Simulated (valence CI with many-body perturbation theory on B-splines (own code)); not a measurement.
Which ion has this spectrum?

A relativistic CI+MBPT calculation for an atom or ion with 13 electrons gives these levels (cm⁻¹):

| J | Parity | E | g |
| --- | --- | --- | --- |
| 1/2 | odd | 0 | 0.66 |
| 3/2 | odd | 857582 | 1.33 |
| 1/2 | even | 891131 | 2.26 |
| 3/2 | even | 1592188 | 1.66 |
| 5/2 | even | 1690513 | 1.37 |
| 3/2 | even | 1822821 | 0.94 |
| 1/2 | even | 1888196 | 1.20 |
| 3/2 | even | 2200278 | 0.84 |
| 5/2 | even | 2316866 | 1.26 |
| 5/2 | even | 2573583 | 1.35 |
| 3/2 | odd | 2723606 | 1.23 |
| 1/2 | even | 2749871 | 1.85 |
| 3/2 | even | 2790959 | 1.20 |
| 3/2 | odd | 2836623 | 0.55 |

The energies are calculated, and their last digits are not significant.

(1) Which is it?
A. La44+
B. Nd47+
C. Ba43+
D. Cs42+

Answers

(1) A. La44+, ground level (3s^2 3p1/2) J=1/2.
